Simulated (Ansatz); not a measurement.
Several settings on one geometry of C11H14N4 (relaxed from a model of N-butylpyridinium dicyanamide, whose bonding it doesn't keep) (that of the charge 0 singlet, PBE-D4/def2-SVP). Ansatz on 4 threads of Arm Neoverse V1 on a shared host; times are rough.

```xyz
29

C    -3.903    1.786    1.612
C    -3.197    0.659    0.857
C    -1.671    0.784    0.875
C    -0.973   -0.352    0.120
N     0.482   -0.232    0.109
C     1.078    0.612   -0.893
C     2.435    1.077   -0.479
C     3.201    0.271    0.314
C     2.640   -0.913    0.907
C     1.280   -1.089    0.827
H    -3.598    1.810    2.679
H    -5.005    1.669    1.583
H    -3.661    2.777    1.177
H    -3.489   -0.323    1.291
H    -3.550    0.635   -0.198
H    -1.299    0.799    1.923
H    -1.374    1.761    0.432
H    -1.233   -1.326    0.583
H    -1.334   -0.400   -0.932
H     0.393    1.451   -1.114
H     2.814    2.014   -0.910
H     4.243    0.549    0.540
H     3.251   -1.614    1.490
H     0.752   -1.896    1.358
N     1.131   -0.160   -2.224
C     1.881   -1.048   -2.583
N     2.662   -1.853   -3.121
C     2.884   -3.150   -3.094
N     3.158   -4.297   -3.128
```

Totals from different functionals, basis sets or treatments of relativity can't be compared as stabilities.

Question: Give the basis size and estimate the energy, ⟨S²⟩ and time of these runs.

| run | method | charge | state | further keys |
| --- | --- | --- | --- | --- |
| 1 | RKS BLYP-D3(BJ)-ATM/def2-SVP | 0 | singlet | nuclear_model: gaussian; scf: {omitted_lower_state_checks: [starts]} |
| 2 | RKS revPBE0/STO-3G | 0 | singlet | fitting: {mean_field: cc-pVTZ-jkfit}; scf: {lower_state_search: light} |
| 3 | RKS CAM-B3LYP-D3(BJ)-ATM/def2-mTZVP | 0 | singlet | scf: {lower_state_search: light}; forces asked |

Answer: 
```tsv
run	functions	energy (Eh)	⟨S²⟩	wall time
1	280	-645.8592	–	7 s
2	89	-638.2747	–	3.1 s
3	327	-646.3886	–	29 s
```
